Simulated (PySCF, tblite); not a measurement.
**Complex of silanol and 2 × hydrogen fluoride**

A gas-phase complex of silanol and 2 × hydrogen fluoride; neutral, singlet. The structure comes from a short search (6 tight-binding starts) and was relaxed by PBE0-D3(BJ)/def2-SVPD; another way of binding may lie lower. No frequency run checks that it is a minimum.

Parts: 1 = silanol (O[SiH3]), atoms 1–6; 2 = hydrogen fluoride (F), atoms 7–8; 3 = hydrogen fluoride (F), atoms 9–10.

```
atom  part   x (Å)   y (Å)   z (Å)
  O1     1  -0.707   0.183   0.897
 Si2     1   0.601  -0.458   0.028
  H3     1  -1.555  -0.285   0.924
  H4     1   1.707   0.506   0.249
  H5     1   0.247  -0.553  -1.416
  H6     1   0.941  -1.807   0.558
  F7     2  -3.314   0.206   1.784
  H8     2  -2.901   0.997   2.089
  F9     3  -1.606   2.043   2.247
 H10     3  -1.075   1.431   1.722
```

Contacts between parts, classed by geometry: H10···O1 1.540 Å (hydrogen bond, 159°); H8···F9 1.672 Å (hydrogen bond, 153°); H3···F7 2.019 Å (hydrogen bond, 131°).

Interaction energies are complex less parts, with the parts frozen as they stand in it; counterpoise-corrected, in kcal/mol (PySCF).

(1) Give the interaction energy at each level run.

(2) What holds them together? Decompose the wB97M-D3(BJ)/def2-TZVPD energy: frozen parts, their antisymmetrised product, then relaxation.

The parts were also relaxed and run alone, at the levels used for the complex: shieldings by PBE0/pcSseg-2; core levels by delta-SCF with SCAN, pcX-2 on the ionised atom and pcseg-1 elsewhere, spin-free X2C.

(3) How do these values change when the complex forms?

Results:

(1) 
| level | interaction | superposition error removed |
| --- | --- | --- |
| wB97M-D3(BJ)/def2-TZVPD | -19.45 | -0.22 |
| PBE0-D3(BJ)/def2-TZVPD | -21.04 | -0.22 |

(2) electrostatic -35.1, Pauli repulsion +40.9, orbital relaxation -23.5, dispersion correction -2.0 kcal/mol, which sum to the value before the counterpoise correction; the Pauli term holds the exchange-correlation of the frozen density too. Of the attraction, 58 % is electrostatic, 39 % is orbital relaxation, 3 % is dispersion correction.

(3) 
| property | alone | in the complex | change |
| --- | --- | --- | --- |
| F9–H10 bond (Å) | 0.920 | 0.966 | +0.046 |
| shielding of H10 (ppm) | 29.19 | 20.90 | -8.29 |
| shielding of O1 (ppm) | 323.5 | 307.7 | -15.8 |
| shielding of H8 (ppm) | 29.19 | 24.24 | -4.95 |
| shielding of F9 (ppm) | 410.9 | 369.7 | -41.2 |
| O1 1s core level (eV) | 538.74 | 539.64 | +0.90 |
| F7 1s core level (eV) | 694.12 | 693.12 | -0.99 |
| F9 1s core level (eV) | 694.12 | 692.85 | -1.26 |

Density functionals tend to overstate the lengthening and the red shift of so strongly bound an X–H bond.
